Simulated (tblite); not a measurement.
A tight-binding relaxation on `C=C[P]([GeH3])C(F)(F)F`.

Computed with GFN2-xTB geometry optimisation, gas phase (tblite 0.8.0). Start geometry: from a force field or distance geometry. The command runs a driver script over a list of jobs; the input below is this job's line of settings and its coordinates in Å.

Command:
```bash
OMP_NUM_THREADS=1 python probes_run.py task.json out
```

Input:
```
{"job": {"kind": "relax", "xc": "GFN2-xTB", "basis": "xTB"}, "charge": 0, "multiplicity": 1}
C      0.322900    -1.373300     1.894100
C      0.819400    -1.242000     0.668300
P      0.383800    -0.010900    -0.537800
Ge    -1.708100    -0.085700    -1.355400
C      1.101900     1.648600    -0.296400
F      0.682600     2.448500    -1.356600
F      0.805900     2.218800     0.913300
F      2.498200     1.575000    -0.420000
H      0.641800    -2.149400     2.578500
H     -0.452300    -0.691700     2.248100
H      1.594300    -1.988600     0.409400
H     -2.380000     1.302700    -1.372500
H     -2.664400    -1.035700    -0.566800
H     -1.646800    -0.616900    -2.828400
```

Output:
```
step      E/eV     max force
  0    -763.01901    2.839
  1    -763.33093    2.456
  2    -763.59212    1.937
  3    -763.70723    1.347
  4    -763.81634    0.822
  5    -763.84599    0.660
  6    -763.90413    0.557
  7    -763.92943    0.511
  8    -763.96512    0.427
  9    -763.99161    0.451
... (144 lines left out)
154    -764.56972    0.024
155    -764.56980    0.026
156    -764.56989    0.033
157    -764.57000    0.033
158    -764.57010    0.022
159    -764.57014    0.017
160    -764.57018    0.011
161    -764.57020    0.014
162    -764.57023    0.013
163    -764.57025    0.009
```

«max force» is the largest atomic force in eV/Å.

Problem. From which step on does the largest force stay under 0.1 eV/Å, and how much energy is left to gain from there?

Solution. From step 131 (0.062 eV/Å), 7.5 meV above the end.

Main results: energy lowered by 35.8 kcal/mol over 163 steps; largest atomic force 0.009 eV/Å at the end.

Problem. Where do the atoms end?

Solution. 1.107 Å rms from the input after alignment:
```
atom  x, y, z in Å
C1     0.0425   -1.5124    1.6982
C2     0.8805   -0.8322    0.9322
P3     0.6546   -0.5771   -0.8506
Ge4   -1.5724    0.0662   -0.9261
C5     1.1659    1.2207   -0.8315
F6     1.0197    1.7653   -2.0475
F7     0.4337    1.9848    0.0080
F8     2.4438    1.3874   -0.4720
H9     0.2556   -1.7053    2.7370
H10   -0.8912   -1.8997    1.3166
H11    1.8293   -0.4742    1.3175
H12   -2.0605    0.6623    0.3586
H13   -2.4228   -1.1330   -1.2267
H14   -1.7792    1.0468   -2.0358
```
Labels such as C1 count atoms from 1, the log's own numbers from 0.
